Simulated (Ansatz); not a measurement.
One change: `O[Si](O)(F)F` becomes `O[SiH](F)F`.

Ansatz, PBE0-D4/def2-TZVP geometries, multiplicity 1. Each molecule was computed in one conformer, which needn't be the lowest.

```json
{"property": "HOMO–LUMO gap (PBE/def2-TZVPP) / eV", "`O[Si](O)(F)F`": "7.67"}
{"property": "zero-point energy (PBE0-D4/def2-TZVP) / kJ/mol", "`O[Si](O)(F)F`": "91.6"}
{"property": "LUMO energy (PBE0/def2-TZVPP) / eV", "`O[Si](O)(F)F`": "0.30"}
{"property": "size of the dipole moment (ωB97M-V/def2-TZVPP) / D", "`O[Si](O)(F)F`": "0.23"}
{"property": "HOMO energy (PBE0/def2-TZVPP) / eV", "`O[Si](O)(F)F`": "-10.16"}
{"property": "LUMO energy (B3LYP/def2-TZVPP) / eV", "`O[Si](O)(F)F`": "-0.11"}
```

**Question.** What does the change do to each property? (Best estimate.)

**Answer.** Ansatz gave: 
```tsv
property	`O[SiH](F)F`	shift
HOMO–LUMO gap (PBE/def2-TZVPP) / eV	8.17	0.50
zero-point energy (PBE0-D4/def2-TZVP) / kJ/mol	76.5	-15.1
LUMO energy (PBE0/def2-TZVPP) / eV	0.56	0.26
size of the dipole moment (ωB97M-V/def2-TZVPP) / D	1.20	0.97
HOMO energy (PBE0/def2-TZVPP) / eV	-10.36	-0.20
LUMO energy (B3LYP/def2-TZVPP) / eV	0.16	0.27
```

With PBE0 the HOMO falls by 0.20 eV and the LUMO rises by 0.26 eV, so the gap widens by about 0.46 eV. PBE moves the HOMO by -0.21 eV and ωB97M-V by -0.22 eV. The zero-point energy changes by -15.1 kJ/mol with -3 modes. Dipoles are sizes alone; their direction can turn.

B3LYP here is the variant with VWN-RPA as its local correlation; programs differ in this.
